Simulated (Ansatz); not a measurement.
Stepwise reaction of `[NH2][V]([NH2])(=[O])[OH]` with hydrogen chloride, as a gas-phase model of exchange steps in deposition or etching. ΔE in kJ/mol; ΔG adds harmonic PBE0-D4 terms to CCSD(T)/CBS, at 1 bar.

Program: Ansatz. Geometries: PBE0-D4/def2-TZVP. ΔE: electronic, gas phase. CBS: MP2 limit from def2 TZ/QZ plus the TZ coupled-cluster correction, frozen cores. This one scheme is used for every species. Functionals use def2-TZVPP. B3LYP here is the variant with VWN-RPA as its local correlation; programs differ in this. For V outer-core shells are correlated without core-valence functions, which leaves a few kJ/mol of doubt a bond. Scalar relativity is left out up to krypton. One conformer a species, not always the lowest.

| step | reaction | PBE-D4 | B3LYP-D4 | ωB97M-V | CCSD(T)/CBS | ΔG(500 K) |
| --- | --- | --- | --- | --- | --- | --- |
| 1 | `[NH2][V]([NH2])(=[O])[OH]` + HCl → `[NH2][V](=[O])([OH])[Cl]` + NH₃ | -70.6 | -68.7 | -68.0 | -66.2 | -53.9 |

Question: Give the row of step 2, `[NH2][V](=[O])([OH])[Cl]` + HCl → `[O]=[V]([OH])([Cl])[Cl]` + NH₃. (An estimate is asked.)

Answer: Computed: 
```csv
step,reaction,PBE-D4,B3LYP-D4,ωB97M-V,CCSD(T)/CBS,ΔG(500 K)
2,`[NH2][V](=[O])([OH])[Cl]` + HCl → `[O]=[V]([OH])([Cl])[Cl]` + NH₃,-63.5,-61.0,-57.6,-56.6,-48.1
```

Question: By hand: ΔE of the 2 steps together at CCSD(T)/CBS.

Answer: (-66.2) + (-56.6) = -122.8 kJ/mol, or -61.4 kJ/mol a step.

In ΔE each step is higher than the one before. All are downhill at CCSD(T)/CBS. ΔG lies between -53.9 and -48.1 kJ/mol a step. PBE-D4 differs from CCSD(T)/CBS by -6.9 to -4.4 kJ/mol a step. Isolated molecules leave out the surface, adducts and barriers. Largest T1 diagnostic: 0.033.
